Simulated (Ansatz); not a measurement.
Ansatz (a quantum-chemistry and plane-wave program) input:

Ansatz 0.2 input:
```yaml
crystal:
  periodic: [false, false, false]
  atoms:
    - {symbol: C, position_ang: [-0.37708342, 1.08626761, 0.16283026]}
    - {symbol: C, position_ang: [-1.12385045, -0.28975267, 0.04106663]}
    - {symbol: C, position_ang: [0.33463378, -0.17758331, -0.04545889]}
    - {symbol: O, position_ang: [1.38188572, -0.73333852, -0.18772459]}
    - {symbol: H, position_ang: [-0.34007347, 1.55204714, 1.14085017]}
    - {symbol: H, position_ang: [-0.46474761, 1.77957040, -0.66571637]}
    - {symbol: H, position_ang: [-1.68856913, -0.47548796, -0.86526580]}
    - {symbol: H, position_ang: [-1.56389500, -0.70301121, 0.94130074]}
basis:
  gaussian:
    orbitals: aug-cc-pVDZ
magnetization: {spin_polarized: false}
correlation: {method: ccsd_t, electrons: outside_noble_gas}
output: {forces: true}
```

Predict the final energy.

-191.40827 Eh (CCSD(T)/aug-cc-pVDZ). The basis has 128 functions. The run takes very roughly 2.2 core-minutes.
